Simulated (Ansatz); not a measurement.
Total energies of (F)2Al-O-SiH3 (AlSiOF2H3) from Ansatz at PBE0-D4/def2-TZVP, gas phase (1 Eh = 27.2114 eV = 2625.5 kJ/mol). The reference geometry is relaxed at PBE0-D4/def2-SVP.

Cartesian coordinates in Å:
```
Al -1.398 -1.187 0.207
F -2.165 -1.356 1.656
F -1.922 -2.115 -1.051
O -0.135 -0.113 0.019
Si 1.118 0.949 -0.165
H 1.843 1.108 1.130
H 0.589 2.276 -0.598
H 2.068 0.438 -1.197
```

```json
{"state": "charge 0 singlet", "geometry": "reference", "energy (Eh)": "-808.52329"}
{"state": "charge 1 doublet", "geometry": "reference", "energy (Eh)": "-808.10301"}
{"state": "charge 1 doublet", "geometry": "relaxed at PBE0-D4/def2-SVP", "energy (Eh)": "-808.12654"}
{"state": "free Al atom (doublet)", "geometry": "–", "energy (Eh)": "-242.24894"}
{"state": "free F atom (doublet)", "geometry": "–", "energy (Eh)": "-99.67617"}
{"state": "free O atom (triplet)", "geometry": "–", "energy (Eh)": "-75.01860"}
{"state": "free Si atom (triplet)", "geometry": "–", "energy (Eh)": "-289.24943"}
{"state": "free H atom (doublet)", "geometry": "–", "energy (Eh)": "-0.50104"}
```

(1) Work out the vertical ionisation energy to the doublet.

(2) How much does the charge 1 doublet relax, and what is the adiabatic ionisation energy?

(3) What is the binding energy per atom against free atoms?

(1) E(charge 1 doublet) − E(charge 0 singlet) = -808.10301 − (-808.52329) = 0.42028 Eh = 11.44 eV. For comparison, −ε of the highest occupied level is 9.16 eV at this level, 2.28 eV less.

(2) Relaxation: -808.10301 − (-808.12654) = 0.02353 Eh = 0.64 eV. Adiabatic ionisation energy: 0.39675 Eh = 10.80 eV, without zero-point energy. 

(3) Atoms: 1 × (-242.24894) + 2 × (-99.67617) + 1 × (-75.01860) + 1 × (-289.24943) + 3 × (-0.50104) = -807.37243 Eh. Binding: -807.37243 − (-808.52329) = 1.15086 Eh = 31.32 eV, or 3.91 eV for each of 8 atoms (no zero-point energy, no counterpoise term).
